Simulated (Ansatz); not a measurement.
# A ladder of methods for SiH2O2F2 (SMILES O[Si](O)(F)F)

The species is SiH2O2F2 (7 atoms), meant as a singlet with charge 0. As SMILES, `O[Si](O)(F)F`. The shape was relaxed beforehand at PBE0/def2-SVP. This is one conformer, not always the lowest.

```csv
atom,x (Å),y (Å),z (Å)
O,-1.1402,0.4480,0.9042
Si,-0.0098,-0.0176,-0.1659
O,1.3411,-0.3896,0.6565
F,-0.4794,-1.2825,-1.0413
F,0.2321,1.1507,-1.2445
H,-1.8359,1.0335,0.5929
H,1.9534,-1.0106,0.2525
```

Quantity: the dissociation energy of the O3–Si2 bond into doublet OH and doublet SiHOF2 (shapes relaxed at PBE0/def2-SVP, no zero-point term), in eV. The values are calculated.

| level | kind | program | value (eV) | less CCSD(T)/def2-SVP | CPU time (all runs) |
| --- | --- | --- | --- | --- | --- |
| SVWN5/def2-SVP | LDA | Ansatz | 6.85 | +1.00 | 2.4 s |
| PBE/def2-SVP | GGA | Ansatz | 5.90 | +0.05 | 4.5 s |
| B3LYP/def2-SVP | global hybrid | Ansatz | 5.84 | -0.01 | 6.3 s |
| PBE0-D4/def2-SVP | global hybrid | Ansatz | 5.92 | +0.07 | 6.9 s |
| wB97M-V/def2-SVP | range-separated hybrid | Ansatz | 6.24 | +0.39 | 23 s |
| B2PLYP/def2-SVP | double hybrid | Ansatz | 5.94 | +0.09 | 11 s |
| RPA@PBE/def2-SVP | RPA | Ansatz | 5.48 | -0.37 | 8 s |
| MP2/def2-SVP | perturbation theory | Ansatz | 6.12 | +0.27 | 3.5 s |
| CCSD(T)/def2-SVP | coupled cluster or CI | Ansatz | 5.85 | 0.00 | 21 s |

CCSD(T)/def2-SVP is the highest level here, not the true value. The values span 5.48 to 6.85 eV. Measured bond enthalpies also hold zero-point and thermal terms, a few tenths of an eV less. Times are those of the runs behind each value, whatever else they computed, on shared processors of several kinds: orders of magnitude only.
